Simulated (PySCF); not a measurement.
**Steps of a relaxation of [Tm(NH2)4]−**

[Tm(NH2)4]− (singlet in the valence; each metal's 4f electrons, 12 of them, lie in its core potential, out of spins and levels; a saddle point, relaxed within its symmetry). PySCF 2.14.0, RKS PBE0, Tm lcecp-1-SVP with ECP58, N def2-SVP, H def2-SVP; non-relativistic Hamiltonian with scalar-relativistic core potentials where named; density fitting; no spin-orbit coupling. Origin of the start: template. Columns: position (Å) and force (eV/Å). Energies are counted from the last step; some of the 11 steps are shown. Forces carry noise of the integration grid, about 0.01 to 0.03 eV/Å.

Run from Python with OMP_NUM_THREADS=2. Where DIIS fails, smearing, a level shift and second-order steps follow.
It took 70 s on 2 threads of Arm Neoverse V1 (shared host), from the converged density of the start.

```xyz
13
step 0  E = 0.148 eV
Tm    0.0000    0.0000    0.0000     0.00    0.00    0.00
N     1.2834    1.2834    1.2834    -0.46   -0.12   -0.12
H     1.6241    1.0372    2.2110     0.14    0.21    0.01
H     1.6241    2.2110    1.0372     0.14    0.01    0.21
N    -1.2834   -1.2834    1.2834     0.46    0.12   -0.12
H    -1.6241   -1.0372    2.2110    -0.14   -0.21    0.01
H    -1.6241   -2.2110    1.0372    -0.14   -0.01    0.21
N     1.2834   -1.2834   -1.2834    -0.46    0.12    0.12
H     1.6241   -2.2110   -1.0372     0.14   -0.01   -0.21
H     1.6241   -1.0372   -2.2110     0.14   -0.21   -0.01
N    -1.2834    1.2834   -1.2834     0.46   -0.12    0.12
H    -1.6241    2.2110   -1.0372    -0.14    0.01   -0.21
H    -1.6241    1.0372   -2.2110    -0.14    0.21   -0.01
```

```xyz
13
step 3  E = 0.040 eV
Tm    0.0000    0.0000    0.0000     0.00    0.00    0.00
N     1.1946    1.3253    1.3253    -0.09    0.01    0.01
H     1.6458    1.0590    2.1989     0.00   -0.07    0.10
H     1.6458    2.1989    1.0590     0.00    0.10   -0.07
N    -1.1946   -1.3253    1.3253     0.09   -0.01    0.01
H    -1.6458   -1.0590    2.1989     0.00    0.07    0.10
H    -1.6458   -2.1989    1.0590     0.00   -0.10   -0.07
N     1.1946   -1.3253   -1.3253    -0.09   -0.01   -0.01
H     1.6458   -2.1989   -1.0590     0.00   -0.10    0.07
H     1.6458   -1.0590   -2.1989     0.00    0.07   -0.10
N    -1.1946    1.3253   -1.3253     0.09    0.01   -0.01
H    -1.6458    2.1989   -1.0590     0.00    0.10    0.07
H    -1.6458    1.0590   -2.1989     0.00   -0.07   -0.10
```

```xyz
13
step 7  E = 0.002 eV
Tm    0.0000    0.0000    0.0000     0.00    0.00    0.00
N     1.0675    1.3809    1.3809     0.00   -0.03   -0.03
H     1.4672    1.1359    2.2877     0.00    0.03   -0.02
H     1.4672    2.2877    1.1359     0.00   -0.02    0.03
N    -1.0675   -1.3809    1.3809     0.00    0.03   -0.03
H    -1.4672   -1.1359    2.2877     0.00   -0.03   -0.02
H    -1.4672   -2.2877    1.1359     0.00    0.02    0.03
N     1.0675   -1.3809   -1.3809     0.00    0.03    0.03
H     1.4672   -2.2877   -1.1359     0.00    0.02   -0.03
H     1.4672   -1.1359   -2.2877     0.00   -0.03    0.02
N    -1.0675    1.3809   -1.3809     0.00   -0.03    0.03
H    -1.4672    2.2877   -1.1359     0.00   -0.02   -0.03
H    -1.4672    1.1359   -2.2877     0.00    0.03    0.02
```

Problem. Where does the relaxation end?

Solution. It converges at step 10 in D2d:
```xyz
13
step 10  E = 0
Tm    0.0000    0.0000    0.0000
N     1.0663    1.3793    1.3793
H     1.4447    1.1504    2.2988
H     1.4447    2.2988    1.1504
N    -1.0663   -1.3793    1.3793
H    -1.4447   -1.1504    2.2988
H    -1.4447   -2.2988    1.1504
N     1.0663   -1.3793   -1.3793
H     1.4447   -2.2988   -1.1504
H     1.4447   -1.1504   -2.2988
N    -1.0663    1.3793   -1.3793
H    -1.4447    2.2988   -1.1504
H    -1.4447    1.1504   -2.2988
```

Problem. How did the contacts change?

Solution. 
| contact | start (Å) | end (Å) |
| --- | --- | --- |
| Tm1–N2 (NH2) | 2.223 | 2.223 |
| Tm1–N5 (NH2) | 2.223 | 2.223 |
| Tm1–N8 (NH2) | 2.223 | 2.223 |
| Tm1–N11 (NH2) | 2.223 | 2.223 |


An lcecp potential fixes the number of 4f electrons, so in runs with it no electron can move into or out of that shell.
